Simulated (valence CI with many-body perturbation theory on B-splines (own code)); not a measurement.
## Tm²⁸⁺: E2, M1 decay

Method: configuration interaction combined with many-body perturbation theory (CI+MBPT): five valence electrons over a frozen Dirac-Fock core [Kr], radial functions for each j: 7 s, 7 p, 8 d, 6 f, 4 g, 1 h, with the one-electron correlation potential Σ1 (screened to all orders), the two-electron term Σ2, the three-electron term Σ3, Breit, model QED; selected single and double excitations, second order for the rest (own B-spline code, finite nucleus).

The last digits are not significant, and no measured levels were compared; by estimate large intervals hold to a few tenths of a per cent, small ones and those within an open d or f shell to about a per cent. Only levels of the ground parity were solved; by the run's estimate the other parity begins above the list, which can be wrong where configurations are misplaced.

Lines 1 to 50 of 120 in falling wavelength, among levels below 433790 cm⁻¹, chosen from the decays that carry over 1 % of a level's rate. Wavelengths and rates use the calculated energies. Electric multipoles are in the length gauge, E1 and E2 with the static RPA response of the core. Weak lines are less certain than strong ones. Lines between different terms over intervals too small for the method are left out, as are lines whose strength nearly cancels. Where a level lies close to another of its J and parity, the split of strength between their lines is uncertain. Branching is blank where the lifetime is uncertain.

Levels are named by their leading jj configuration (3d3/2^4 stands for four electrons in 3d with j = 3/2), which in mixed levels can hold well under half, so a name can repeat and another be missing. Letters in brackets count levels of one name in rising energy.

```tsv
λ vac (nm)	Upper	Lower	Type	A (s⁻¹)	Branch %
1513	(4d3/2^3 4d5/2^2) J=11/2	(4d3/2^3 4d5/2^2) J=7/2 [a]	E2	2.18e-07	
1051	(4d3/2^3 4d5/2^2) J=9/2	(4d3/2^3 4d5/2^2) J=11/2	M1	1.01e+01	14.7
642.1	(4d3/2^2 4d5/2^3) J=13/2	(4d3/2^2 4d5/2^3) J=11/2	M1	2.55e+01	1.2
625.1	(4d3/2^3 4d5/2^2) J=7/2 [b]	(4d3/2^3 4d5/2^2) J=5/2 [b]	M1	3.61e+01	4.8
620.2	(4d3/2^3 4d5/2^2) J=9/2	(4d3/2^3 4d5/2^2) J=7/2 [a]	M1	5.72e+01	83.0
553.6	(4d3/2^3 4d5/2^2) J=5/2 [b]	(4d3/2^3 4d5/2^2) J=3/2 [a]	M1	6.47e+01	2.3
427.8	(4d3/2^3 4d5/2^2) J=1/2	(4d3/2^3 4d5/2^2) J=3/2 [a]	M1	4.00e+02	98.8
388.0	(4d3/2^2 4d5/2^3) J=1/2 [a]	(4d3/2^3 4d5/2^2) J=3/2 [b]	M1	2.01e+02	1.1
302.9	(4d3/2^3 4d5/2^2) J=7/2 [a]	(4d3/2^3 4d5/2^2) J=5/2 [a]	M1	4.60e+02	7.7
284.8	(4d3/2^2 4d5/2^3) J=3/2 [b]	(4d3/2^2 4d5/2^3) J=3/2 [a]	M1	9.32e+01	1.0
274.2	(4d3/2^2 4d5/2^3) J=5/2 [b]	(4d3/2^3 4d5/2^2) J=3/2 [b]	M1	3.38e+02	2.0
272.0	(4d3/2^2 4d5/2^3) J=7/2 [b]	(4d3/2^2 4d5/2^3) J=9/2 [a]	M1	7.09e+01	1.2
268.3	(4d3/2^3 4d5/2^2) J=7/2 [b]	(4d3/2^3 4d5/2^2) J=7/2 [a]	M1	1.60e+02	21.1
261.9	(4d3/2^2 4d5/2^3) J=3/2 [a]	(4d3/2^2 4d5/2^3) J=5/2 [a]	M1	4.08e+02	1.2
231.1	(4d3/2^3 4d5/2^2) J=3/2 [b]	(4d3/2^3 4d5/2^2) J=1/2	M1	1.27e+02	3.2
217.8	(4d3/2^2 4d5/2^3) J=1/2 [b]	(4d3/2^2 4d5/2^3) J=3/2 [a]	M1	7.97e+02	3.9
215.3	(4d3/2^2 4d5/2^3) J=7/2 [b]	(4d3/2^2 4d5/2^3) J=7/2 [a]	M1	3.02e+02	5.0
214.5	(4d3/2^2 4d5/2^3) J=9/2 [c]	(4d3/2^2 4d5/2^3) J=9/2 [b]	M1	8.78e+02	10.2
205.8	(4d3/2^3 4d5/2^2) J=3/2 [b]	(4d3/2^3 4d5/2^2) J=5/2 [b]	M1	3.09e+02	7.9
187.1	(4d3/2^2 4d5/2^3) J=9/2 [a]	(4d3/2^3 4d5/2^2) J=7/2 [b]	M1	1.06e+03	11.0
184.2	(4d3/2^3 4d5/2^2) J=5/2 [b]	(4d3/2^3 4d5/2^2) J=5/2 [a]	M1	2.70e+03	95.1
167.3	(4d3/2^2 4d5/2^3) J=7/2 [a]	(4d3/2^3 4d5/2^2) J=5/2 [b]	M1	2.22e+03	15.9
163.7	(4d3/2^2 4d5/2^3) J=5/2 [c]	(4d3/2^3 4d5/2^2) J=3/2 [b]	M1	2.71e+03	12.1
156.8	(4d3/2^3 4d5/2^2) J=5/2 [a]	(4d3/2^4 4d5/2) J=5/2	M1	1.00e+04	100.0
156.3	(4d3/2^2 4d5/2^3) J=5/2 [a]	(4d3/2^3 4d5/2^2) J=7/2 [a]	M1	2.35e+03	8.1
154.1	(4d3/2^2 4d5/2^3) J=7/2 [a]	(4d3/2^3 4d5/2^2) J=9/2	M1	3.35e+03	24.0
150.0	(4d3/2^3 4d5/2^2) J=3/2 [b]	(4d3/2^3 4d5/2^2) J=3/2 [a]	M1	7.35e+02	18.8
150.0	(4d3/2 4d5/2^4) J=7/2 [a]	(4d3/2^2 4d5/2^3) J=5/2 [c]	M1	1.80e+03	4.9
148.3	(4d3/2^2 4d5/2^3) J=3/2 [b]	(4d3/2^3 4d5/2^2) J=3/2 [b]	M1	1.11e+02	1.2
144.8	(4d3/2^2 4d5/2^3) J=1/2 [a]	(4d3/2^3 4d5/2^2) J=1/2	M1	6.81e+03	38.5
144.8	(4d3/2^2 4d5/2^3) J=5/2 [b]	(4d3/2^3 4d5/2^2) J=7/2 [b]	M1	1.62e+03	9.6
143.6	(4d3/2^2 4d5/2^3) J=11/2	(4d3/2^3 4d5/2^2) J=9/2	M1	1.46e+03	14.7
137.9	(4d3/2 4d5/2^4) J=5/2 [a]	(4d3/2^2 4d5/2^3) J=3/2 [a]	M1	2.71e+03	5.0
136.4	(4d3/2^2 4d5/2^3) J=3/2 [b]	(4d3/2^2 4d5/2^3) J=5/2 [a]	M1	7.24e+02	7.8
133.8	(4d3/2 4d5/2^4) J=7/2 [a]	(4d3/2^2 4d5/2^3) J=9/2 [b]	M1	2.08e+03	5.6
133.7	(4d3/2 4d5/2^4) J=3/2 [a]	(4d3/2^2 4d5/2^3) J=5/2 [c]	M1	4.76e+02	1.4
132.3	(4d3/2^2 4d5/2^3) J=3/2 [a]	(4d3/2^3 4d5/2^2) J=1/2	M1	9.89e+02	3.0
126.4	(4d3/2^2 4d5/2^3) J=11/2	(4d3/2^3 4d5/2^2) J=11/2	M1	8.46e+03	85.3
123.6	(4d3/2^2 4d5/2^3) J=3/2 [a]	(4d3/2^3 4d5/2^2) J=5/2 [b]	M1	4.07e+03	12.5
123.4	(4d3/2^2 4d5/2^3) J=7/2 [a]	(4d3/2^3 4d5/2^2) J=7/2 [a]	M1	4.96e+03	35.5
121.3	(4d3/2 4d5/2^4) J=11/2	(4d3/2^2 4d5/2^3) J=9/2 [b]	M1	2.14e+03	6.7
119.4	(4d3/2^2 4d5/2^3) J=9/2 [c]	(4d3/2^2 4d5/2^3) J=11/2	M1	2.14e+02	2.5
118.9	(4d3/2^2 4d5/2^3) J=9/2 [a]	(4d3/2^3 4d5/2^2) J=11/2	M1	3.37e+03	35.1
117.6	(4d3/2^2 4d5/2^3) J=5/2 [b]	(4d3/2^3 4d5/2^2) J=5/2 [b]	M1	7.65e+03	45.3
117.4	(4d3/2^2 4d5/2^3) J=7/2 [c]	(4d3/2^2 4d5/2^3) J=5/2 [a]	M1	2.56e+02	1.8
116.8	(4d3/2^2 4d5/2^3) J=9/2 [b]	(4d3/2^3 4d5/2^2) J=7/2 [b]	M1	1.84e+03	7.8
110.8	(4d3/2^2 4d5/2^3) J=7/2 [b]	(4d3/2^3 4d5/2^2) J=7/2 [b]	M1	1.78e+03	29.3
110.2	(4d3/2^2 4d5/2^3) J=9/2 [a]	(4d3/2^3 4d5/2^2) J=7/2 [a]	M1	5.08e+03	53.0
109.5	(4d3/2 4d5/2^4) J=7/2 [a]	(4d3/2^2 4d5/2^3) J=5/2 [b]	M1	5.93e+03	16.0
108.2	(4d3/2^2 4d5/2^3) J=1/2 [a]	(4d3/2^3 4d5/2^2) J=3/2 [a]	M1	1.07e+04	60.3
```
